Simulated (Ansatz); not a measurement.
Geometry optimisation, RKS PBE/def2-SVP in Ansatz.

Input:

```yaml
crystal:
  periodic: [false, false, false]
  atoms:
    - { symbol: Zr, position_ang: [-0.140026, -0.118845, 0.075233] }
    - { symbol: Cl, position_ang: [-0.885717, -0.490954, 2.412304] }
    - { symbol: O, position_ang: [1.871703, 0.215497, 0.041213] }
    - { symbol: H, position_ang: [2.533228, -0.236508, -0.520113] }
    - { symbol: O, position_ang: [-1.134875, 1.214895, -0.832307] }
    - { symbol: H, position_ang: [-1.523544, 2.059142, -1.108587] }
    - { symbol: F, position_ang: [-0.326775, -1.71811, -0.938081] }
    - { symbol: O, position_ang: [1.148693, 2.078463, 2.082864] }
    - { symbol: Al, position_ang: [2.685509, 1.508538, 1.400489] }
    - { symbol: H, position_ang: [3.55618, 0.464635, 2.265746] }
    - { symbol: H, position_ang: [3.377451, 2.583633, 0.433573] }
    - { symbol: H, position_ang: [0.697173, 1.512214, 2.758365] }
basis:
  gaussian: { orbitals: def2-SVP }
hamiltonian:
  xc: pbe
relax:
  f_tol: 0.03
  max_steps: 50
```

Launched with:

```bash
$ ansatz run input.yaml --threads 4 --pin off --max-ram 5120MiB --backend cpu --events-out ev --progress --plain --runs-dir out
```

Q: Where does it end, and by what steps?

A: The forces met the threshold. After 18 steps the energy has fallen by 1.170 eV; O8 moved furthest, 0.75 Å. Joined: Zr1–O8 (3.24 → 2.18 Å).

```csv
step,energy less start (eV),largest force component (eV/Å),accepted
0,0.0000,1.603,yes
1,-0.2771,1.092,yes
2,-0.5860,1.468,yes
3,-0.9088,1.864,yes
4,-0.9392,2.238,yes
5,-1.1098,0.322,yes
6,-1.1305,0.233,yes
7,-1.1438,0.117,yes
8,-1.1423,0.559,no
9,-1.1517,0.163,yes
10,-1.1584,0.166,yes
11,-1.1580,0.407,no
12,-1.1639,0.143,yes
13,-1.1666,0.119,yes
14,-1.1678,0.131,yes
15,-1.1683,0.099,yes
16,-1.1689,0.041,yes
17,-1.1695,0.049,yes
18,-1.1699,0.027,yes
```

```xyz
12
Properties=species:S:1:pos:R:3
Zr -0.083 0.156 0.433
Cl -1.478 -0.455 2.284
O 2.020 0.281 -0.076
H 2.443 -0.243 -0.777
O -1.042 1.377 -0.672
H -1.635 1.860 -1.265
F -0.025 -1.528 -0.498
O 1.051 1.381 1.834
Al 2.826 1.354 1.239
H 3.765 0.499 2.217
H 3.295 2.762 0.639
H 0.720 1.627 2.713
```

Whether the end is a true minimum wasn't checked by a vibrational analysis.

The run took 56 s on 4 threads of Arm Neoverse V1 (shared host), peak memory 0.23 GiB.
